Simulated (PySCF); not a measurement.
**Question.** Write Cartesian coordinates for InChI=1S/C7H16/c1-5-6-7(2,3)4/h5-6H2,1-4H3 as optimised with GFN2-xTB.

**Answer.** 
```xyz
23
C7H16 angstrom
C      2.9591    0.0150    0.4642
C      1.5033   -0.4023    0.6396
C      0.5851    0.4079   -0.2732
C     -0.9157    0.0767   -0.1841
C     -1.1804   -1.3802   -0.5710
C     -1.4526    0.3352    1.2254
C     -1.6588    0.9886   -1.1670
H      3.0866    1.0688    0.7035
H      3.2812   -0.1428   -0.5631
H      3.6053   -0.5660    1.1188
H      1.2167   -0.2533    1.6814
H      1.4106   -1.4649    0.4113
H      0.9088    0.2589   -1.3067
H      0.7175    1.4681   -0.0415
H     -2.2513   -1.5679   -0.6101
H     -0.7597   -1.5996   -1.5499
H     -0.7464   -2.0644    0.1532
H     -1.2306    1.3525    1.5401
H     -2.5319    0.2001    1.2450
H     -1.0162   -0.3524    1.9450
H     -1.3069    0.8252   -2.1833
H     -2.7278    0.7889   -1.1396
H     -1.5007    2.0349   -0.9142
```

Any rigid rotation of these coordinates is as good. Atoms count from 1 in this order. Of the pairs four or more bonds apart, H11···H20 is among the closest relative to their van der Waals radii: 2.25 Å, 94 % of the sum of Bondi's values.

Bonds between heavy atoms (Å): C1–C2 1.525, C2–C3 1.527, C3–C4 1.539, C4–C5 1.530, C4–C6 1.530, C4–C7 1.533.

The geometry is computed with GFN2-xTB (gas phase).

Point group: Cs (tolerance 0.08 Å). No GFN2-xTB frequencies stand behind this structure, so it isn't proved a minimum. One conformer, not necessarily the lowest (C1–C2–C3–C4 180°).
